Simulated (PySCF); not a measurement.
# Circular dichroism: `C1[C@H](C)O[Si@@H]1[AsH][SiH3]`, C3H11AsOSi2

Geometry:
| atom | x (Å) | y (Å) | z (Å) |
| --- | --- | --- | --- |
| C1 | -2.725 | 0.694 | 0.149 |
| C2 | -1.885 | -0.566 | 0.145 |
| C3 | -0.958 | -0.708 | -1.063 |
| Si4 | 0.424 | -0.677 | 0.257 |
| As5 | 1.793 | 1.160 | 0.547 |
| Si6 | 3.543 | 0.311 | -0.722 |
| O7 | -0.927 | -0.519 | 1.207 |
| H8 | -3.260 | 0.786 | 1.091 |
| H9 | -2.076 | 1.561 | 0.032 |
| H10 | -3.442 | 0.668 | -0.669 |
| H11 | -2.515 | -1.448 | 0.299 |
| H12 | -1.019 | 0.140 | -1.741 |
| H13 | -1.111 | -1.622 | -1.626 |
| H14 | 1.022 | -2.013 | 0.433 |
| H15 | 1.211 | 1.895 | -0.637 |
| H16 | 4.169 | -0.805 | -0.001 |
| H17 | 3.171 | -0.189 | -2.052 |
| H18 | 4.574 | 1.339 | -0.926 |

Method: TDDFT BHandHLYP/def2-SVPD circular dichroism and optical rotation, one conformer, gas phase (PySCF). Geometry: GFN2-xTB.

The molecule is flexible and this is one conformer; a measurement averages over conformers. The calculation is non-relativistic, which matters for the atoms heavier than Zn.

**Question.** What are the CIP labels of the stereocentres?

**Answer.** C2 S, Si4 R.

**Question.** Which excitations and rotatory strengths does the calculation give?

**Answer.** Rotatory strengths R in 10⁻⁴⁰ esu² cm², velocity form and length form (origin at the centre of mass); f in length form.
| state | E (eV) | λ (nm) | f | R (velocity) | R (length) | main |
| --- | --- | --- | --- | --- | --- | --- |
| 1 | 6.02 | 206 | 0.016 | -42.4 | -42.9 | HOMO→LUMO 0.71, HOMO→LUMO+1 0.22 |
| 2 | 6.26 | 198 | 0.079 | +42.4 | +42.0 | HOMO→LUMO+1 0.62, HOMO→LUMO 0.22 |
| 3 | 6.66 | 186 | 0.028 | -71.7 | -69.0 | HOMO−1→LUMO 0.79, HOMO→LUMO+2 0.09 |
| 4 | 6.76 | 184 | 0.079 | -44.1 | -44.5 | HOMO→LUMO+2 0.76, HOMO−1→LUMO 0.09 |
| 5 | 6.95 | 178 | 0.107 | -43.8 | -44.1 | HOMO→LUMO+3 0.40, HOMO→LUMO+4 0.33 |
| 6 | 7.02 | 177 | 0.029 | +43.9 | +41.7 | HOMO−2→LUMO 0.70, HOMO−1→LUMO+1 0.09 |
| 7 | 7.17 | 173 | 0.013 | -10.5 | -8.0 | HOMO−1→LUMO+1 0.53 |
| 8 | 7.37 | 168 | 0.032 | -7.6 | -5.2 | HOMO→LUMO+4 0.31, HOMO→LUMO+3 0.24 |
| 9 | 7.63 | 162 | 0.048 | +34.0 | +32.3 | HOMO−2→LUMO+1 0.56, HOMO−1→LUMO+2 0.10 |
| 10 | 7.67 | 162 | 0.082 | +19.7 | +19.7 | HOMO→LUMO+5 0.33, HOMO−1→LUMO+2 0.28 |
| 11 | 7.76 | 160 | 0.239 | -58.2 | -63.0 | HOMO−1→LUMO+3 0.25, HOMO−3→LUMO 0.15 |
| 12 | 7.83 | 158 | 0.006 | +6.5 | +6.6 | HOMO−1→LUMO+3 0.28, HOMO→LUMO+5 0.21 |
| 13 | 7.92 | 157 | 0.131 | +52.3 | +50.9 | HOMO−3→LUMO 0.71, HOMO−1→LUMO+2 0.08 |
| 14 | 8.01 | 155 | 0.063 | -47.6 | -45.6 | HOMO−1→LUMO+4 0.35, HOMO−2→LUMO+3 0.12 |
| 15 | 8.04 | 154 | 0.009 | +29.1 | +28.0 | HOMO−2→LUMO+3 0.23, HOMO−2→LUMO+2 0.22 |
| 16 | 8.24 | 151 | 0.077 | +47.5 | +47.4 | HOMO→LUMO+7 0.30, HOMO−1→LUMO+4 0.12 |

Among the states computed, the strongest CD band (largest |R|) is state 3. The largest dissymmetry factor in size, g = 4R/(D+G), with D and G the electric and magnetic dipole strengths, is +0.038 for state 15 (velocity form, f = 0.009), among bands with |R| over 0.5. The mirror image has the same energies and oscillator strengths and all R with the opposite sign.
